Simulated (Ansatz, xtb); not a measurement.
# Two isomers of H7N2Si2+

Structure a is `N[Si](=[NH2+])[SiH3]`, a singlet and structure b is `[NH2+]=[SiH]N[SiH3]`, a singlet. Both are isolated ions in the gas phase, relaxed with r2SCAN-D4/def2-SVP; the shapes shown needn't be the lowest conformers.

a (Å):

```xyz
11

N     2.2952   -2.6755    1.2058
N     2.0021   -0.3291   -0.3566
Si    1.2725   -1.5378    0.5356
Si   -1.0559   -1.6126    0.8557
H     1.9516   -3.4575    1.7602
H     3.3107   -2.6881    1.1187
H     3.0035   -0.2292   -0.5187
H     1.4678    0.4077   -0.8134
H    -1.2998   -0.8701    2.1202
H    -1.3798   -3.0594    0.9489
H    -1.6223   -0.9420   -0.3426
```

b (Å):

```yaml
atoms:
  - { symbol: N, position_ang: [1.0899, -4.0259, 0.9164] }
  - { symbol: N, position_ang: [1.0421, -1.1123, 1.0471] }
  - { symbol: Si, position_ang: [0.7914, -2.5399, 0.2419] }
  - { symbol: Si, position_ang: [0.7583, 0.5766, 0.4340] }
  - { symbol: H, position_ang: [0.9289, -4.8924, 0.4033] }
  - { symbol: H, position_ang: [1.4432, -4.1950, 1.8571] }
  - { symbol: H, position_ang: [0.2817, -2.5124, -1.1326] }
  - { symbol: H, position_ang: [1.3990, -1.1621, 2.0060] }
  - { symbol: H, position_ang: [-0.2499, 1.2014, 1.3227] }
  - { symbol: H, position_ang: [0.2537, 0.3609, -0.9457] }
  - { symbol: H, position_ang: [2.0629, 1.2793, 0.4645] }
```

Quicker runs give these differences E(b) − E(a): GFN2-xTB −73.2 kJ/mol; HF/STO-3G +4.3 kJ/mol (at GFN2-xTB geometries); r2SCAN-D4/def2-SVP//GFN2-xTB −12.8 kJ/mol.

Question: Estimate E(b) − E(a) at the level CCSD(T)/def2-SVP + ΔMP2/def2-TZVPP.

Answer: Calculated at CCSD(T)/def2-SVP + ΔMP2/def2-TZVPP: E(b) − E(a) = −23.4 kJ/mol, so structure b lies lower.

Level by level:

| level | geometry | E(b) − E(a) (kJ/mol) | departure from the last row (kJ/mol) | job, with rough time for the two |
| --- | --- | --- | --- | --- |
| GFN2-xTB | GFN2-xTB | −73.2 | −49.8 | optimisation, 0.65 s |
| HF/STO-3G | GFN2-xTB | +4.3 | +27.8 | single point, 0.44 s |
| r2SCAN-D4/def2-SVP//GFN2-xTB | GFN2-xTB | −12.8 | +10.6 | single point, 3.2 s |
| r2SCAN-D4/def2-SVP | r2SCAN-D4/def2-SVP | −12.5 | +10.9 | optimisation, 78 s |
| HF/def2-SVP | r2SCAN-D4/def2-SVP | −35.3 | −11.9 | part of the CCSD(T) run |
| MP2/def2-SVP | r2SCAN-D4/def2-SVP | −32.2 | −8.7 | part of the CCSD(T) run |
| CCSD(T)/def2-SVP | r2SCAN-D4/def2-SVP | −25.5 | −2.1 | single point |
| CCSD(T)/def2-SVP + ΔMP2/def2-TZVPP | r2SCAN-D4/def2-SVP | −23.4 |  | single point, 30 s |

As drawn, b has 1 N–Si, 1 Si–H in place of 1 Si–Si, 1 N–H.

HF/STO-3G puts the two in the other order. The largest departure from CCSD(T)/def2-SVP + ΔMP2/def2-TZVPP is that of GFN2-xTB, 49.8 kJ/mol. The last row adds to CCSD(T) the change of the MP2 difference between the two basis sets, here +2.1 kJ/mol.

With harmonic frequencies from r2SCAN-D4/def2-SVP (ideal gas, rigid rotor, one conformer each, 298.15 K, 1 atm): on the last row, ΔE + ΔZPE = −26.0 kJ/mol. A mode under 50 cm⁻¹ makes harmonic enthalpies and free energies unreliable, so none is given.

The correlated steps freeze 12 core orbitals. Run with Ansatz 0.2.0, xtb 6.7.1; the last row on 2 threads of Intel(R) Xeon(R) Platinum 8259CL CPU @ 2.50GHz (Skylake/Cascade Lake) on a shared host.
